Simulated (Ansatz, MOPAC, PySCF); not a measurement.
Noncovalent pair: C2H4 (SMILES C=C) (first 6 atoms) with C2H6O (SMILES COC); geometry from B3LYP-D3(BJ)/def2-TZVP, rigid monomers moved along the line of their centres of mass till H3···O8 is 2.82 Å.
(charge 0, multiplicity 1):
```
atom    x (Å)    y (Å)    z (Å)
----  -------  -------  -------
C     -0.4438   0.2633   0.8613
C      0.7143  -0.1490   0.3659
H     -0.8217  -0.1025   1.8083
H     -1.0555   0.9864   0.3343
H      1.0965   0.2170  -0.5796
H      1.3275  -0.8756   0.8856
C     -0.5815   1.0235   4.9243
O     -0.5581  -0.3510   4.6044
C      0.7498  -0.8810   4.6093
H     -0.0068   1.6117   4.1977
H     -0.1713   1.2066   5.9259
H     -1.6215   1.3457   4.9017
H      1.3915  -0.3652   3.8840
H      0.6760  -1.9330   4.3374
H      1.2096  -0.7986   5.6026
```

Counterpoise-corrected where a basis set is named; no monomer relaxation. Rows marked so take none.

Cores are frozen in the correlated methods. Rows in 3-21G, 6-31G*, STO-3G carry no dispersion term and start afresh at each structure (6-31G* with six Cartesian d functions). The state reached by AM1, PM3 isn't checked.

Programs: Ansatz (Gaussian orbitals); MOPAC for AM1, PM3 (differences of heats of formation); PySCF for 3-21G rows, 6-31G* rows, STO-3G rows, the dispersion terms. 

Other levels give for the interaction energy: PBE/def2-TZVPPD -0.87; B3LYP/def2-TZVPPD -0.25; B3LYP-D3(BJ)/def2-TZVPPD -1.68; wB97M-V/def2-TZVPPD -1.57; CCSD(T)/aug-cc-pVDZ -1.49 kcal/mol.

**Question.** What do these common cheap choices give for the same quantity: AM1, PM3, HF/STO-3G (no counterpoise), HF/6-31G*, HF/6-31G* (no counterpoise), B3LYP/3-21G (no counterpoise), B3LYP/6-31G* (no counterpoise), M06-2X/6-31G* (no counterpoise)?

**Answer.** AM1 -0.15; PM3 -0.38; HF/STO-3G (no counterpoise) -0.21; HF/6-31G* -0.21; HF/6-31G* (no counterpoise) -1.03; B3LYP/3-21G (no counterpoise) -2.49; B3LYP/6-31G* (no counterpoise) -1.37; M06-2X/6-31G* (no counterpoise) -2.21 kcal/mol. They span -2.49 to -0.15 kcal/mol.

Ansatz is a program for electronic structure.
